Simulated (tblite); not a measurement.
Species: C₄H₈BrNSi.
SMILES with atom numbers: `[CH2:1]=[CH:2][CH2:3]/[CH:4]=[N:5]/[SiH2:6][Br:7]` (hydrogens: H8, H9 on C1; H10 on C2; H11, H12 on C3; H13 on C4; H14, H15 on Si6)

Computed with GFN2-xTB (tblite), gas phase: L-BFGS steps from a force-field or distance-geometry start until the largest atomic force falls under 0.01 eV/Å.

Step 5: E = -582.1152 eV
```
atom  x, y, z in Å  |  force x, y, z in eV/Å
C1     -2.8072    0.8353    0.1889   -0.154   0.101   0.057
C2     -1.8588    0.2598   -0.5183    0.143  -0.145   0.062
C3     -0.9468   -0.7653    0.1051   -0.215  -0.159   0.085
C4      0.4568   -0.2820    0.0945    0.084   0.242  -0.314
N5      1.3700   -0.7246   -0.6507   -0.225  -0.049   0.109
Si6     2.9962   -0.1902   -0.7502   -0.013  -0.030   0.167
Br7     3.5622    0.8146    1.1609    0.018   0.069  -0.015
H8     -2.9202    0.5603    1.2217   -0.179   0.120   0.169
H9     -3.5027    1.5614   -0.1978    0.097  -0.043  -0.070
H10    -1.6939    0.4834   -1.5543    0.046   0.056  -0.255
H11    -1.0704   -1.7376   -0.3809    0.197   0.129  -0.132
H12    -1.2681   -0.8473    1.1442    0.127  -0.197   0.139
H13     0.6159    0.5848    0.7488    0.007  -0.023   0.180
H14     3.8638   -1.3267   -0.8585    0.112  -0.351   0.041
H15     3.1986    0.7820   -1.7866   -0.043   0.279  -0.222
```

Step 6: E = -582.1335 eV
```
atom  x, y, z in Å  |  force x, y, z in eV/Å
C1     -2.8118    0.8401    0.1908    0.085  -0.070  -0.073
C2     -1.8566    0.2568   -0.5131   -0.148   0.024   0.157
C3     -0.9409   -0.7700    0.1019   -0.255  -0.069   0.067
C4      0.4593   -0.2762    0.0918   -0.259   0.286  -0.052
N5      1.3660   -0.7219   -0.6476    0.269  -0.101  -0.145
Si6     3.0006   -0.1940   -0.7508   -0.072  -0.162  -0.077
Br7     3.5572    0.8127    1.1456    0.079   0.148   0.157
H8     -2.9371    0.5740    1.2269   -0.117   0.096   0.085
H9     -3.5077    1.5668   -0.1999    0.171  -0.091  -0.082
H10    -1.6886    0.4779   -1.5515    0.007   0.064  -0.186
H11    -1.0519   -1.7392   -0.3940    0.145   0.149  -0.085
H12    -1.2505   -0.8508    1.1426    0.058  -0.261   0.178
H13     0.6007    0.5824    0.7604    0.110   0.021   0.136
H14     3.8666   -1.3457   -0.8505   -0.029  -0.143   0.027
H15     3.1903    0.7951   -1.7859   -0.044   0.108  -0.107
```

Step 7: E = -582.1450 eV
```
atom  x, y, z in Å  |  force x, y, z in eV/Å
C1     -2.8119    0.8405    0.1904   -0.107   0.022   0.137
C2     -1.8583    0.2560   -0.5086   -0.001  -0.050  -0.127
C3     -0.9415   -0.7732    0.1022   -0.178   0.053   0.057
C4      0.4551   -0.2675    0.0888    0.030   0.011  -0.209
N5      1.3670   -0.7230   -0.6483   -0.034   0.097   0.088
Si6     3.0020   -0.1976   -0.7514    0.000  -0.146  -0.213
Br7     3.5562    0.8145    1.1410    0.092   0.155   0.184
H8     -2.9476    0.5823    1.2317   -0.063   0.094  -0.053
H9     -3.5072    1.5681   -0.2028    0.199  -0.107  -0.082
H10    -1.6859    0.4766   -1.5537   -0.041   0.025   0.032
H11    -1.0405   -1.7376   -0.4022    0.102   0.117  -0.072
H12    -1.2412   -0.8577    1.1458    0.022  -0.275   0.142
H13     0.5957    0.5813    0.7686    0.139   0.050   0.082
H14     3.8681   -1.3586   -0.8463   -0.112  -0.008   0.024
H15     3.1856    0.8039   -1.7883   -0.048  -0.036   0.012
```

Step 8: E = -582.1546 eV
```
atom  x, y, z in Å  |  force x, y, z in eV/Å
C1     -2.8132    0.8406    0.1925   -0.035  -0.014   0.073
C2     -1.8597    0.2546   -0.5080   -0.072  -0.022  -0.087
C3     -0.9453   -0.7742    0.1039   -0.013   0.108   0.021
C4      0.4523   -0.2605    0.0824   -0.003  -0.027  -0.011
N5      1.3659   -0.7228   -0.6472   -0.009   0.124   0.037
Si6     3.0030   -0.2016   -0.7545    0.022  -0.072  -0.186
Br7     3.5576    0.8188    1.1420    0.071   0.104   0.099
H8     -2.9554    0.5890    1.2346   -0.033   0.067  -0.073
H9     -3.5030    1.5671   -0.2068    0.142  -0.050  -0.095
H10    -1.6851    0.4767   -1.5556   -0.065  -0.001   0.137
H11    -1.0316   -1.7341   -0.4089    0.060   0.078  -0.059
H12    -1.2353   -0.8680    1.1514    0.010  -0.244   0.052
H13     0.5958    0.5812    0.7752    0.123   0.016  -0.011
H14     3.8676   -1.3680   -0.8435   -0.149   0.056   0.021
H15     3.1819    0.8094   -1.7907   -0.049  -0.124   0.082
```

**Question.** Estimate the geometry and energy of step 9. (The exact step hangs on the optimiser's Hessian estimate; all steps are aligned on step 8, rigid shifts and turns removed.)

**Answer.** E = -582.1618 eV, largest force 0.197 eV/Å
```
atom  x, y, z in Å  |  force x, y, z in eV/Å
C1     -2.8144    0.8403    0.1944   -0.003  -0.018   0.016
C2     -1.8629    0.2530   -0.5076   -0.064  -0.035  -0.006
C3     -0.9484   -0.7733    0.1055    0.109   0.077   0.002
C4      0.4495   -0.2545    0.0782    0.027  -0.040   0.125
N5      1.3655   -0.7204   -0.6461   -0.042   0.128   0.004
Si6     3.0041   -0.2062   -0.7603    0.013   0.030  -0.045
Br7     3.5600    0.8242    1.1440    0.042   0.036  -0.019
H8     -2.9629    0.5961    1.2360   -0.013   0.033  -0.046
H9     -3.4969    1.5654   -0.2119    0.058   0.025  -0.112
H10    -1.6856    0.4767   -1.5549   -0.078  -0.012   0.157
H11    -1.0227   -1.7296   -0.4158    0.025   0.058  -0.046
H12    -1.2299   -0.8814    1.1566    0.001  -0.190  -0.052
H13     0.5981    0.5811    0.7803    0.099  -0.002  -0.070
H14     3.8644   -1.3752   -0.8406   -0.138   0.054   0.012
H15     3.1778    0.8117   -1.7911   -0.037  -0.144   0.080
```

The energy changes by -0.0073 eV. The first-order estimate −F·Δx gives -0.0105 eV and the mean of the old and new forces, exact on a quadratic surface, -0.0073 eV. The step makes an angle of 51° with the force vector and moves no atom by more than 0.015 Å.

The cost below is that of the whole relaxation. The run took 1.5 s of wall time on one thread of an Arm Neoverse N1, shared host with 64 logical CPUs at a one-minute load of 61.
